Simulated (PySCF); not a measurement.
Species: C3H2F3S2 (charge -1).
Z-matrix (Å and degrees, GFN2-xTB geometry), rows numbered from 1:
```
F 
C   1  1.3563
F   2  1.3336  1  105.39
F   2  1.3447  1  105.25  3   112.83
S   2  1.8424  1  112.34  3  -125.49
C   5  1.7416  2  101.49  1    71.92
C   6  1.3602  5  123.84  2    99.20
S   7  1.6714  6  129.35  5    -2.84
H   6  1.0809  5  114.22  2   -86.81
H   7  1.0924  6  114.79  5   177.55
```

The geometry is computed with GFN2-xTB (gas phase).

Take the most abundant isotopes and a rigid rotor. The values belong to one conformer with, in the numbering `[F:1][C:2]([F:3])([F:4])[S:5]/[CH:6]=[CH:7]\[S-:8]`, C2–S5–C6–C7 99°.

Task: Give the principal moments of inertia and the rotational constants in GHz.

Result: Ia = 183.91, Ib = 617.99, Ic = 654.77 u·Å²; 505379 MHz·u·Å²/I gives 2748, 817.8 and 771.8 MHz, that is A = 2.7479, B = 0.8178, C = 0.7718 GHz.

Task: What kind of rotor is it?

Result: A near-prolate asymmetric top. Ray's parameter κ = (2B − A − C)/(A − C) = -0.954; −1 is the prolate and +1 the oblate limit.

Task: What does the inertial defect say?

Result: Not planar: Δ = Ic − Ia − Ib = -147.14 u·Å². For a rigid frame Δ = −2 Σ m c², so Σ m c² = 73.57 u·Å² lies off the ab plane: 3.37 from hydrogen and 70.20 from heavier atoms. The atom farthest from that plane is 1.49 Å away.

Task: Give the other two planar moments, Paa and Pbb, and the rms extents of the mass along the axes.

Result: Paa = Σ m a² = (Ib + Ic − Ia)/2 = 544.42 and Pbb = Σ m b² = (Ia + Ic − Ib)/2 = 110.34 u·Å². With the mass M = 158.96 u, the rms extents √(P/M) along a, b and c are 1.85, 0.83, 0.68 Å.

Task: Give the coordinates in the principal-axis frame, origin at the centre of mass.

Result: The sense of each axis is arbitrary; atoms in the order of the calculation.
| atom | mass (u) | a (Å) | b (Å) | c (Å) |
| --- | --- | --- | --- | --- |
| F1 | 18.998 | 2.223 | -0.512 | 0.885 |
| C2 | 12.000 | 1.438 | 0.197 | 0.037 |
| F3 | 18.998 | 0.912 | 1.175 | 0.776 |
| F4 | 18.998 | 2.287 | 0.776 | -0.830 |
| S5 | 31.972 | 0.203 | -0.863 | -0.826 |
| C6 | 12.000 | -0.905 | -1.227 | 0.468 |
| C7 | 12.000 | -2.085 | -0.578 | 0.660 |
| S8 | 31.972 | -2.737 | 0.708 | -0.186 |
| H9 | 1.008 | -0.630 | -2.089 | 1.058 |
| H10 | 1.008 | -2.685 | -0.955 | 1.492 |

Task: Where do the levels up to J = 4 lie, in MHz?

Result: Above 0(0,0):
J = 1: 1(0,1) 1590, 1(1,1) 3520, 1(1,0) 3566
J = 2: 2(0,2) 4768, 2(1,2) 6653, 2(1,1) 6791, 2(2,1) 12581, 2(2,0) 12582
J = 3: 3(0,3) 9534, 3(1,3) 11353, 3(1,2) 11628, 3(2,2) 17350, 3(2,1) 17354, 3(3,1) 27116, 3(3,0) 27116
J = 4: 4(0,4) 15884, 4(1,4) 17618, 4(1,3) 18077, 4(2,3) 23708, 4(2,2) 23720, 4(3,2) 33477, 4(3,1) 33477, 4(4,1) 47147, 4(4,0) 47147
Those of J = 1 are B + C, A + C and A + B.

Task: Estimate the classical rotational partition function at 10 K, 100 K and 200 K.

Result: Point group C1, symmetry number σ = 1; q = (√π/σ)·√((kT/h)³/(ABC)), k/h = 20836.6 MHz/K: 4050 at 10 K, 128000 at 100 K, 362000 at 200 K.

Stationary, but not proved a minimum. No vibrational averaging or centrifugal distortion is included, and the geometry carries the error of its method.
